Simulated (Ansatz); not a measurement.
C2H6O2Si can be A, `CC(=O)O[SiH3]`, or B, `CO[Si]OC`.

Isolated molecules relaxed with PBE0-D4/def2-TZVP in Ansatz; ΔE leaves out vibrations. CBS: MP2 limit from def2 TZ/QZ plus the TZ coupled-cluster correction, frozen cores. Functionals use def2-TZVPP. B3LYP here is the variant with VWN-RPA as its local correlation; programs differ in this. Each species was taken in one conformer, which may not be the lowest.

A:

Z-matrix (Å, degrees):
```
C
C 1 1.494
H 1 1.092 2 109.5
H 1 1.092 2 109.6 3 -117.3
H 1 1.087 2 110.0 3 121.3
O 2 1.204 1 125.6 3 -120.8
O 2 1.342 1 113.0 3 59.2
Si 7 1.694 2 116.2 1 -180.0
H 8 1.481 7 102.6 2 -179.9
H 8 1.479 7 110.7 2 62.3
H 8 1.479 7 110.7 2 -62.2
```

B:

Z-matrix (Å, degrees):
```
C
O 1 1.407
H 1 1.093 2 111.9
H 1 1.094 2 110.5 3 121.5
H 1 1.092 2 108.7 3 -119.8
Si 2 1.642 1 139.2 3 -33.6
O 6 1.642 2 108.4 1 -7.5
C 7 1.407 6 139.2 2 -7.5
H 8 1.092 7 108.7 6 -153.2
H 8 1.093 7 111.9 6 -33.4
H 8 1.094 7 110.5 6 88.0
```

Q: Which isomer does CCSD(T)/CBS put lower? Give the gap. (An estimate is asked.)

A: The calculation gave: A, by 39.8 kJ/mol.

Q: Give E(B) − E(A) in kJ/mol with ωB97M-V, LDA (SPW92), r2SCAN-D4, CCSD(T)/def2-TZVPP, HF/def2-TZVPP, CCSD(T)/def2-SVP, B3LYP. (Estimate.)

A: Computed: ωB97M-V 34.8, LDA (SPW92) 40.8, r2SCAN-D4 58.9, CCSD(T)/def2-TZVPP 44.0, HF/def2-TZVPP 63.5, CCSD(T)/def2-SVP 75.6, B3LYP 37.2. None reverses the order clearly.

Q: Does the order hold for the free energy at 298.15 K (harmonic terms from PBE0-D4)? (Estimate.)

A: Computed: Yes: G(B) − G(A) = +57.0 kJ/mol, for one conformer each.

Largest T1 diagnostic: 0.014.

From BLYP to BHLYP (50 % exact exchange), in def2-TZVPP and without D4, E(B) − E(A) moves by +8.8 kJ/mol. At CCSD(T), def2-SVP lies +35.8 kJ/mol from the extrapolated value and def2-TZVPP +4.2 kJ/mol.
